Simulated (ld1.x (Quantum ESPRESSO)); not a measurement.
arsenic, TM: configuration errors across variants

arsenic, norm-conserving Troullier–Martins (Kleinman–Bylander form), made with ld1.x (Quantum ESPRESSO) 7.5 (PBE, scalar-relativistic). Core [Ar], reference 3d10 4s2 4p3. Waves: 4p (bound): rc 1.45 bohr; 3d (bound): rc 1.25 bohr; 4s (bound): rc 1.20 bohr. Local part: the s channel. Core correction: a·sin(br)/r model core inside 1.05 bohr.

All-electron excitation energies from the reference (eV): (1) 3d10 4s2 4p1 27.067; (2) 3d10 4s1 4p0 105.417; (3) 3d9 4s2 4p4 40.098; (4) 3d10 4s2 4p3.3 -1.234.

1 further variants failed, have other tests or too few solved ones, and are left out.

A true bound ghost makes a file unfit for plane-wave use even where its test errors are small: the radial tests pick states by their node count and pass the ghost by.

Errors AE − PS in meV (a dash: test not solved or not reliable):

| change | (1) | (2) | (3) | (4) | bound ghosts |
| --- | --- | --- | --- | --- | --- |
| base | -6.8 | +11 | -620 | 0.0 | p |
| wave 4p (bound): rc 1.45 bohr becomes 4p (bound): rc 1.18 bohr | -12 | +17 | -822 | – | p |
| wave 4p (bound): rc 1.45 bohr becomes 4p (bound): rc 1.46 bohr | -6.8 | +11 | -620 | 0.0 | p |
| wave 4p (bound): rc 1.45 bohr becomes 4p (bound): rc 1.70 bohr | -7.2 | +16 | -624 | 0.0 | p |
| wave 4p (bound): rc 1.45 bohr becomes 4p (bound): rc 1.90 bohr | -7.4 | +15 | -624 | 0.0 | p |

Question: Give the same row for: wave 4p (bound): rc 1.45 bohr becomes 4p (bound): rc 1.00 bohr.

Answer: -0.1, +80, -1099, -0.4; bound ghosts: p.
